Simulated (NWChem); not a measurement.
Molecule: SrBrCl; SMILES [Cl][Sr][Br]

This build's default masses of Se (78.918 u) and Br (79.917 u) are each other's, which moves their modes by up to 0.6 %. def2 effective core potentials on Sr; no spin-orbit coupling.

Task: Give the equilibrium geometry at PBE0/def2-SVP with def2 effective core potentials on Sr (NWChem) as a Z-matrix, with the point group.

Result: point group Cs; any orientation.
```
Sr
Cl 1 2.6082
Br 1 2.7827 2 154.81
```
